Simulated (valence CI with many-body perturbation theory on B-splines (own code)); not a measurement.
The numbers below are computed, except where a source is named.
Zr24+: magnetic and hyperfine properties of the levels

Level of theory: configuration interaction combined with many-body perturbation theory (CI+MBPT): six valence electrons over a frozen Dirac-Fock core [Ne], radial functions for each j: 9 s, 9 p, 8 d, 6 f, 3 g, 1 h, with the one-electron correlation potential Σ1, the two-electron term Σ2, the three-electron term Σ3, Breit, model QED; selected CI, second order for the rest, scaled by the run's own slope (own B-spline code, finite nucleus).

No measured spectrum was set against this ion. As an estimate, levels of excited configurations hold to 0.05 to 0.15 % of their energy, terms of the ground configuration to about 0.5 %. Among the levels kept, up to 1500 cm⁻¹ of a level comes from second order outside the variational space, and about a tenth of that is noise between levels of different J, which matters for small intervals.

A/g_I is the dipole constant over the nuclear g factor μ/I (μ in nuclear magnetons, uniformly magnetised nucleus), B/Q the quadrupole constant per barn. Both hold the static response of the core; the bare values leave it out. Large factors of s and p1/2 electrons are usually good to 5 to 10 %; those of open d and f shells near neutrality can be off by tens of per cent, and small factors of p3/2, d and f electrons come from cancelling terms and can be off by a factor of two or in sign, in half-filled shells by more. B is blank for J = 1/2, where it vanishes, and for nearly pure S terms. Energies count from the lowest level. Levels with J = 0 are left out.

Names give the largest LS component (configuration and term), which can be under half, so a name can repeat, a term be missing and a line seem to break the LS rules; names also repeat where a configuration has a term twice. Letters in brackets count levels of one name in rising energy.

| Level | E (eV) | g | A/g_I (MHz) | A/g_I bare | B/Q (MHz/b) | B/Q bare |
| --- | --- | --- | --- | --- | --- | --- |
| 3s2 3p4 3P_2 | 0.00 | 1.397 | 22100 | 22100 | 17400 | 17000 |
| 3s2 3p4 3P_1 | 16.94 | 1.499 | -3360 | -2450 | -20800 | -20300 |
| 3s2 3p4 1D_2 | 21.97 | 1.098 | 49900 | 48600 | -59300 | -57700 |
| 3s 3p5 3P°_2 | 85.41 | 1.496 | 98300 | 95600 | -36500 | -35600 |
| 3s 3p5 3P°_1 | 91.98 | 1.371 | 1530 | 2680 | 7150 | 6920 |
| 3s2 3p3 3d 5D°_2 [a] | 102.10 | 1.123 | 15000 | 15300 | -3340 | -3170 |
| 3s2 3p3 3d 5D°_3 | 102.98 | 1.325 | 11200 | 11800 | 12100 | 12000 |
| 3s2 3p3 3d 5D°_1 | 105.25 | 1.431 | 10800 | 11600 | -6860 | -6910 |
| 3s2 3p3 3d 5D°_4 | 106.15 | 1.394 | 6930 | 7550 | 14200 | 14500 |
| 3s2 3p3 3d 5D°_2 [b] | 109.29 | 1.278 | 7040 | 7630 | -10700 | -10300 |
| 3s2 3p3 3d 1P°_1 | 111.04 | 1.109 | 139000 | 134000 | -19500 | -19000 |
| 3s2 3p3 3d 3G°_3 | 115.55 | 1.132 | 8740 | 9110 | 27600 | 27300 |
| 3s2 3p3 3d 3D°_1 [a] | 116.95 | 0.644 | 31400 | 30500 | -4420 | -4230 |
| 3s2 3p3 3d 3F°_2 [a] | 117.38 | 0.942 | 36100 | 35400 | -38800 | -37800 |
| 3s2 3p3 3d 3F°_3 [a] | 119.41 | 1.138 | 29700 | 29400 | -26800 | -26100 |
| 3s2 3p3 3d 3D°_3 [a] | 121.00 | 1.140 | 4930 | 5350 | 20600 | 20600 |
| 3s2 3p3 3d 3G°_4 | 122.44 | 1.181 | 19100 | 19100 | 6350 | 6650 |
| 3s2 3p3 3d 3F°_4 [a] | 124.88 | 1.200 | 14600 | 14800 | 32500 | 31900 |
| 3s2 3p3 3d 3D°_1 [b] | 125.10 | 0.644 | 9900 | 9750 | -2780 | -2570 |
| 3s2 3p3 3d 1G°_4 | 127.07 | 1.067 | 27900 | 27500 | -6090 | -5220 |
| 3s2 3p3 3d 3G°_5 | 128.44 | 1.198 | 24100 | 23900 | 8810 | 9270 |
| 3s2 3p3 3d 1D°_2 | 129.46 | 0.958 | 34500 | 34100 | 21000 | 20700 |
| 3s2 3p3 3d 3P°_1 [a] | 133.19 | 1.378 | 7890 | 8820 | 50.8 | -12.4 |
| 3s2 3p3 3d 3D°_2 | 136.01 | 1.205 | -7580 | -6580 | 26800 | 26400 |
| 3s2 3p3 3d 3F°_2 [b] | 137.78 | 1.045 | 23500 | 23200 | 18900 | 18700 |
| 3s2 3p3 3d 3F°_3 [b] | 138.15 | 1.080 | 22200 | 22100 | -48.5 | 578 |
| 3s2 3p3 3d 3D°_3 [b] | 139.99 | 1.178 | 22800 | 22700 | 16100 | 16000 |
| 3s2 3p3 3d 3P°_2 [a] | 141.38 | 1.252 | 32300 | 31900 | 277 | 144 |
| 3s2 3p3 3d 3P°_1 [b] | 142.76 | 1.427 | 27400 | 27000 | -8210 | -7950 |
| 3s2 3p3 3d 3D°_3 [c] | 144.56 | 1.196 | 12700 | 13000 | 13500 | 13400 |
| 3s2 3p3 3d 3S°_1 | 146.00 | 1.552 | 9350 | 10300 | -4610 | -4500 |
| 3s2 3p3 3d 3F°_4 [b] | 147.71 | 1.196 | 13100 | 13300 | -9600 | -8700 |
| 3s2 3p3 3d 3P°_2 [b] | 149.52 | 1.241 | 5620 | 6160 | 28900 | 28300 |

Problem. Take the isotope of mass number 91, with I = 5/2, μ = -1.3022 μN and Q = -0.176 b. What is the hyperfine structure of 3s2 3p3 3d 5D°_2 [a]?

Solution. From the table A = -7830 MHz, B = 588 MHz. Shifts from the centre of gravity in MHz: F = 1/2: 55200, F = 3/2: 43200, F = 5/2: 23300, F = 7/2: -4160, F = 9/2: -39000.
